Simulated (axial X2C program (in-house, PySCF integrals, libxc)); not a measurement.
## HfH: nuclear properties from DFT to coupled cluster

Computed with an in-house all-electron X2C program for linear molecules (integrals from PySCF): two-component X2C with atomic mean-field Coulomb and Gaunt terms, Gaussian nuclei, basis Hf dyall-acv3z, H dyall-av3z with contracted cores.

R = 1.815 Å (near the PBE0 minimum at charge 0 of the determinant lowest at the starting distance; the state shown can have its own minimum elsewhere); state Ω = 3/2 (⟨Sz⟩ = -0.43, ⟨Lz⟩ = 1.93 at PBE0).

| level | Eeff magnitude (GV/cm) | Ws magnitude Hf (kHz) | A∥/gI Hf (MHz) | A∥/gI H (MHz) | μ (D) |
| --- | --- | --- | --- | --- | --- |
| PBE0 | 16.8 | 10.6 | 609 | 4.46 | -1.14 |
| HF | 72.8 | 47.7 | 22.1 | 3.73 | -0.32 |
| B3LYP | 10.6 | 6.79 | 643 | 3.83 | -1.35 |

Eeff is the effective electric field on the electron electric dipole moment in this Ω state and Ws the scalar–pseudoscalar constant of the nucleus named (defined with the proton number Z and per Ω); A∥ (defined per Ω) follows by multiplying with gI = μI/(I μN); μ is positive if the H end (last atom) is positive. The operators were transformed with the bare-nucleus X2C matrices; with these basis sets, hyperfine constants and field gradients can be off by tens of per cent, and where levels differ in sign neither size nor sign is settled.

Finite-field MP2, CCSD and CCSD(T), with 13 electrons correlated in 130 natural virtual spinors (MP2 remainder added):

```csv
level,Eeff magnitude (GV/cm),Ws magnitude Hf (kHz),A∥/gI Hf (MHz),A∥/gI H (MHz),μ (D)
MP2,60,39.1,523,4.91,-0.79
CCSD,39.5,25.8,637,3.98,-1.02
CCSD(T),31.1,20.4,700,3.85,-1.09
```

T1 = 0.067 (Lee–Taylor), a sign of multireference character. One unrestricted determinant, the lowest of a limited PBE0 search, is the reference; the functionals treat spin collinearly. Eeff spreads by more than a factor of two over the levels. Correlation of the inner shells is missing, which matters for properties at the nucleus. Number of frozen shells: Hf 4 s, 3 p, 2 d, 1 f; H none.

Task: By how much does correlation change each value, CCSD(T) against HF?

Result: Eeff magnitude -57 %; Ws magnitude Hf -57 %; A∥/gI Hf 3067 %; A∥/gI H 3 %; μ 241 %.
